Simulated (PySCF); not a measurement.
# Unknown compound

Molecular formula: C2H7FO2Si3. Simulated spectra:

1H NMR (400 MHz, computed): δ 5.90 (m, 2H), 5.87 (m, 2H), 5.85 (m, 1H), 5.60 (m, 1H), 1.61 (br s, 1H).

13C{1H} NMR (computed): δ 178.4 (C), 113.9 (CH2).

[PySCF: PBE0/pcSseg-1 with gauge-including orbitals; GFN2-xTB geometry; a single conformation; in vacuum; fast rotation and ring inversion assumed for equivalent nuclei; non-relativistic]

Referencing at the same level of theory: TMS for 1H (σ = 31.72 ppm) and 13C (σ = 186.93 ppm).

Problem. What is the structure?

Solution. 
- The formula gives 2 degrees of unsaturation (1 ring in the answer).
- 2 carbon signals for 2 carbons: no two carbons are equivalent.
- Carbon types of the structure: 1 × C, 1 × CH2, leaving 5 H on heteroatoms.
- δC 178.4: fully substituted alkene carbon.
- δC 113.9: terminal =CH2 carbon; as expected for a trigonal carbon in a double bond.
- δH 5.90, 5.87: hydrogen on a silicon bonded to O, Si, in a 4-membered ring.
- δH 5.85, 5.60: hydrogen on a terminal =CH2 carbon; a vinylic proton, deshielded by the sp2 carbon and the C=C anisotropy.
- δH 1.61: hydrogen on an oxygen bonded to Si; exchangeable; this is the value without hydrogen bonding to other molecules.

The compound is SMILES C=C(F)[Si]1(O)[SiH2]O[SiH2]1.

This is the structure that produced the data.

OH and NH positions are those of a molecule without intermolecular hydrogen bonds; in solution they move with solvent, concentration and temperature, and exchange usually removes their couplings. Splittings by 19F in the carbon and heteronuclear signals aren't shown, as no couplings were computed. Shifts are as computed. Against solution values, carbons near 30 ppm lie about +3 ppm off and those near 130 ppm about +5 ppm. Of 1211 compounds with measured shifts, 218 miss one by over three times the rms of a fit or turn the order of signals round; such compounds aren't used in these exercises. Multiplicities follow the n + 1 count of equivalent neighbours, as no J values were calculated; m marks all less simple cases, F and P coupling included.
